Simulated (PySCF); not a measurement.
C₅H₉NS (charge +1 and doublet state).
Structure used (GFN2-xTB), in Å, numbered top down from 1:
```xyz
16
C5H9NS angstrom
C     -2.2399    1.1292    0.5860
N     -1.2616    0.1356    0.4179
C     -1.3132   -1.1214    0.5650
C     -0.1292   -1.8785    0.2745
C      0.9554   -1.1912   -0.1331
S      0.8175    0.5115   -0.4119
C      2.5152    1.0230    0.0232
H     -2.2710    1.7485   -0.3136
H     -1.9618    1.7749    1.4220
H     -3.2344    0.7077    0.7591
H     -2.2033   -1.6360    0.9254
H     -0.1159   -2.9446    0.4264
H      1.9197   -1.6427   -0.2971
H      2.8042    0.6127    0.9848
H      3.1821    0.6727   -0.7611
H      2.5285    2.1076    0.0562
```

The hyperfine couplings belong to this conformer and change with its torsions.

Identity: `C/N=C/C=C\[S+]C` [radical] (charge +1).

Computed with UKS B3LYP, pcH-1 on C H N S, non-relativistic, mean-field spin-orbit, GIAO (PySCF). Geometry: GFN2-xTB, one conformer, isolated ion. Couplings are sensitive to structure, and on GFN2-xTB geometries they can be far from those on DFT ones, by a factor of two or more for some ions and for spin on atoms past the first row. The SCF solution wasn't tested for stability.

**Question.** The isotropic 13C couplings are +24.0, -22.3, +15.8, -11.5, -5.1 MHz. Assign them to C1; C3; C4; C5; C7.

**Answer.** 
| site | a_iso (MHz) | ρ(0) (bohr⁻³) | position | distance from N2 (Å) | spin population | largest \|T\| (MHz) |
| --- | --- | --- | --- | --- | --- | --- |
| C1 | -5.1 | -0.0046 | 1 bond from N2 | 1.40 | 0.00 | 7.3 |
| C3 | -11.5 | -0.0102 | 1 bond from N2 | 1.27 | -0.07 | 12.7 |
| C4 | +15.8 | +0.0142 | 2 bonds from N2 | 2.32 | +0.15 | 21.8 |
| C5 | -22.3 | -0.0199 | 1 bond from S6 | 2.64 | -0.10 | 13.1 |
| C7 | +24.0 | +0.0212 | 1 bond from S6 | 3.90 | +0.05 | 15.4 |

**Question.** The isotropic 1H couplings, averaged over equivalent nuclei, are +88.4, +36.5, +25.4, +20.5, -10.9 MHz. Assign them to H8/H9/H10; H11; H12; H13; H14/H15/H16.

**Answer.** 
```json
{"site": "H8/H9/H10", "a_iso (MHz)": "+36.5", "ρ(0) (bohr⁻³)": "+0.0082", "position": "2 bonds from N2", "distance from N2 (Å)": "2.06", "bound to": "C1", "spin population there": "0.00", "largest |T| (MHz)": "6.7"}
{"site": "H11", "a_iso (MHz)": "+88.4", "ρ(0) (bohr⁻³)": "+0.0198", "position": "2 bonds from N2", "distance from N2 (Å)": "2.07", "bound to": "C3", "spin population there": "-0.07", "largest |T| (MHz)": "4.3"}
{"site": "H12", "a_iso (MHz)": "-10.9", "ρ(0) (bohr⁻³)": "-0.0024", "position": "3 bonds from N2, on C4 of spin population +0.15", "distance from N2 (Å)": "3.29", "bound to": "C4", "spin population there": "+0.15", "largest |T| (MHz)": "7.8"}
{"site": "H13", "a_iso (MHz)": "+20.5", "ρ(0) (bohr⁻³)": "+0.0046", "position": "2 bonds from S6, on C5 of spin population -0.10", "distance from N2 (Å)": "3.71", "bound to": "C5", "spin population there": "-0.10", "largest |T| (MHz)": "4.0"}
{"site": "H14/H15/H16", "a_iso (MHz)": "+25.4", "ρ(0) (bohr⁻³)": "+0.0057", "position": "2 bonds from S6", "distance from N2 (Å)": "4.35", "bound to": "C7", "spin population there": "+0.05", "largest |T| (MHz)": "6.9"}
```

ρ(0) is the spin density at the nucleus and T the dipolar tensor; a_iso includes a spin–orbit part; entries for several nuclei are means. Largest spin populations (Mulliken): N2 (+0.43), S6 (+0.43), C4 (+0.15) and C5 (-0.10). Main spin sites, with 60 % or more of the largest population: N2, S6; positions count bonds from the nearest.

Nuclei that the bonding pattern makes equivalent are averaged, as if the motion that swaps them (rotation, inversion, ring flip) were fast. The three 1H nuclei of mean +25.4 MHz run from -2.7 to 77.9 MHz in the frozen geometry. The three 1H nuclei of mean +36.5 MHz run from 8.0 to 56.4 MHz in the frozen geometry.

The SMILES `C/N=C/C=C\[S+]C` draws the unpaired electron on S6, whose computed spin population is only +0.43.
